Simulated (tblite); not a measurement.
C₆H₁₂N (charge +1).
Atom-mapped SMILES: `[CH2:1]=[CH:2][CH2:3][N+:4](=[CH2:5])[CH2:6][CH3:7]` (hydrogens: H8, H9 on C1; H10 on C2; H11, H12 on C3; H13, H14 on C5; H15, H16 on C6; H17, H18, H19 on C7)
Bond orders are those of one Lewis drawing.

Computed with GFN2-xTB (tblite), gas phase: nudged elastic band of 9 images (0 to 8), spring 0.2 eV/Å², climbing image at the end, force threshold 0.05 eV/Å. The top image wasn't refined or checked by frequencies; at this threshold it can lie a kcal/mol or more above the true saddle point of the method.

The band describes a rotation about C3–N4 (sp3 carbon bound to nitrogen, iminium nitrogen), followed by the dihedral C2–C3–N4–C6, from the optimised start (76°) to a second optimised geometry at -159°.

Q: Give the energy profile along the converged band.

A: 
```
image  dihedral (°)  E (eV)  C3–N4 (Å)  C2···C6 (Å)  largest true force (eV/Å)
    0            76   0.000      1.451         3.07                       0.01
    1            90   0.006      1.452         3.23                       0.03
    2           106   0.029      1.455         3.39                       0.03
    3           122   0.066      1.459         3.55                       0.03
    4           139   0.099      1.462         3.68                       0.03
    5           155   0.098      1.461         3.76                       0.05
    6           171   0.069      1.459         3.80                       0.05
    7          -174   0.040      1.458         3.79                       0.04
    8          -159   0.025      1.458         3.76                       0.01
```

Barriers of this band. The top is image 4 at 139°: 0.099 eV forward and 0.074 eV back; the end lies 0.025 eV above the start. The central bond is 0.011 Å longer at the top than at the start.

Q: What rate follows at 350 K for crossing this barrier forward?

A: Taking the electronic barrier for the free energy of activation (no zero-point or entropy terms, transmission 1), rate = (kT/h)·exp(−ΔE/kT) ≈ 3 × 10^11 s⁻¹, whose inverse is 4 × 10^-12 s. An error of 1 kcal/mol in the barrier changes this by a factor of 4, and the method and the loose band can each miss by that much or more. The barrier is only 3.3 kT, where transition-state theory is rough.

Q: How would the two end points share their population at 350 K, from these energies alone?

A: exp(−ΔE/kT) with ΔE = 0.025 eV gives 0.44 for the higher one (end) against 1 for the lower, without vibrational, rotational or degeneracy terms. GFN2-xTB can put conformers this close in the wrong order.

Q: How long is the path, and how are the images spaced?

A: Cartesian distances between aligned neighbours (all atoms, Å): 0.80, 0.84, 0.86, 0.88, 0.86, 0.88, 0.87, 0.80; the sum is 6.78 Å, and the top lies 50 % of the way along.

What follows is the cost of the whole band run. Cost: about 12 s of CPU time on one thread; the machine was shared, so the figure is rough.
